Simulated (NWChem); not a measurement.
# Atomisation of H4AlF2N

SMILES: N.[F][AlH][F]
```xyz
8

Al     0.0605    -0.3767     0.3871
H      0.7713    -1.7235     0.8063
F      0.5741     1.0527     1.1143
F     -1.5807    -0.4272     0.0142
N      0.7206     0.0675    -1.4994
H      1.3851    -0.5964    -1.9040
H      1.1645     0.9901    -1.4751
H     -0.0919     0.1256    -2.1201
```
Charge 0, spin multiplicity 1.

Program: NWChem. The geometry was optimised at B3LYP/def2-SVP, a minimum by its harmonic frequencies.

Basis set: def2-TZVP. The atomisation energy is electronic alone: no zero-point, thermal, spin-orbit or counterpoise terms. No value is extrapolated to the basis-set limit. Free atoms are single determinants with multiplicities Al 2, H 2, F 2, N 4. Correlated methods freeze the same cores in atoms and molecule, 8 orbitals in all.

The cost column gives rough processor time relative to LDA (SVWN5); each entry includes its own SCF. Costs are the molecule's.

B3LYP has NWChem's definition, with VWN1-RPA local correlation. The structure started from a generated list of species. No SCF solution was tested for a lower state. Open-shell Hartree-Fock references start from PBE0 orbitals; any time given for them includes that run.

| method | atomisation energy (kcal/mol) | relative cost |
|---|---|---|
| LDA (SVWN5) | 773.9 | 1 |
| PBE | ___ | under 3 |
| PBE0 | 673.1 | under 3 |
| B3LYP | 681.4 | under 3 |
| BP86 | 697.1 | under 3 |
| M06-2X | 686.8 | under 3 |
| TPSS | ___ | under 3 |
| HF | 502.1 | under 3 |
| MP2 | 679.5 | under 3 |

**Question.** Some entries are withheld; supply them.

**Answer.** 
- PBE, atomisation energy (kcal/mol): 687.8
- TPSS, atomisation energy (kcal/mol): 686.1
